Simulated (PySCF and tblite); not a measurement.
4 diastereomers of C₃H₁₆F₂N₄Si₄, numbered alike:

```
isomer                                                                                                  SMILES  descriptors (one enantiomer)
     A    [CH3:1][Si@H:2]1[NH:3][Si@H:4]([CH3:5])[NH:6][Si@:7]([CH3:8])([F:9])[NH:10][Si@H:11]([F:12])[NH:13]1               2S, 4S, 7S, 11R
     B   [CH3:1][Si@H:2]1[NH:3][Si@@H:4]([CH3:5])[NH:6][Si@:7]([CH3:8])([F:9])[NH:10][Si@H:11]([F:12])[NH:13]1               2S, 4R, 7S, 11R
     C  [CH3:1][Si@@H:2]1[NH:3][Si@@H:4]([CH3:5])[NH:6][Si@:7]([CH3:8])([F:9])[NH:10][Si@H:11]([F:12])[NH:13]1               2R, 4R, 7S, 11R
     D   [CH3:1][Si@@H:2]1[NH:3][Si@H:4]([CH3:5])[NH:6][Si@:7]([CH3:8])([F:9])[NH:10][Si@H:11]([F:12])[NH:13]1               2R, 4S, 7S, 11R
```

Each isomer is a Boltzmann average at 298.15 K over at most 2 conformers: GFN2-xTB geometries, energies PBE0/pcSseg-1 (D3(BJ) added where defined), GIAO shieldings PBE0/pcSseg-1, GFN2-xTB thermal terms. Programs: PySCF with density fitting and tblite.

(1) What shifts does each isomer give (ppm)?

(2) Which carbons tell the isomers apart best?

The conformer set may be incomplete (the search or the number kept was capped). H on N, O and S are left out: they exchange, and hydrogen bonds move them by several ppm. Unscaled ¹⁹F and ²⁹Si and ¹⁵N shifts at such levels can be off by tens of ppm; differences between conformers or isomers are more reliable. Shifts are unscaled: against experiment ¹³C can be off by 15 ppm or more and ¹H by 0.8 ppm.

Results:

(1) 
A: ¹H (against TMS): 0.46 (H8, 3H), 0.21 (H1, 3H), 0.11 (H5, 3H). ¹³C (against TMS): 2.8 (C8), -0.5 (C5), -1.2 (C1). ¹⁹F (against CFCl3): -151.2 (F12), -168.6 (F9). ²⁹Si (against TMS): -12.1 (Si7), -23.5 (Si2), -29.6 (Si4), -33.2 (Si11). ¹⁵N (against NH3): 75.9 (N10), 67.4 (N6), 65.0 (N3), 56.3 (N13).

B: ¹H (against TMS): 0.34 (H8, 3H), 0.05 (H1, 3H), 0.02 (H5, 3H). ¹³C (against TMS): 3.7 (C8), -0.2 (C5), -0.5 (C1). ¹⁹F (against CFCl3): -158.4 (F9), -159.6 (F12). ²⁹Si (against TMS): -13.8 (Si7), -26.3 (Si4), -27.1 (Si2), -32.0 (Si11). ¹⁵N (against NH3): 76.2 (N10), 60.2 (N3), 59.9 (N6), 58.8 (N13).

C: ¹H (against TMS): 0.21 (H5, 3H), 0.14 (H1, 3H), 0.09 (H8, 3H). ¹³C (against TMS): 0.3 (C1), 0.0 (C5), -0.8 (C8). ¹⁹F (against CFCl3): -141.2 (F9), -182.7 (F12). ²⁹Si (against TMS): -19.3 (Si7), -20.6 (Si4), -27.2 (Si2), -28.2 (Si11). ¹⁵N (against NH3): 74.7 (N10), 65.0 (N13), 56.2 (N6), 55.9 (N3).

D: ¹H (against TMS): 0.56 (H5, 3H), 0.23 (H8, 3H), 0.07 (H1, 3H). ¹³C (against TMS): 3.5 (C5), 0.4 (C8), -0.4 (C1). ¹⁹F (against CFCl3): -153.5 (F9), -181.7 (F12). ²⁹Si (against TMS): -16.9 (Si7), -20.7 (Si4), -27.7 (Si11), -32.9 (Si2). ¹⁵N (against NH3): 67.1 (N10), 66.5 (N13), 62.7 (N6), 56.1 (N3). H not on carbon is left out.

(2) C8: 2.8 in A, 3.7 in B, -0.8 in C, 0.4 in D; C5: -0.5 in A, -0.2 in B, 0.0 in C, 3.5 in D ppm.


¹⁵N shifts are against a computed isolated NH3 molecule, about 20 ppm from the liquid.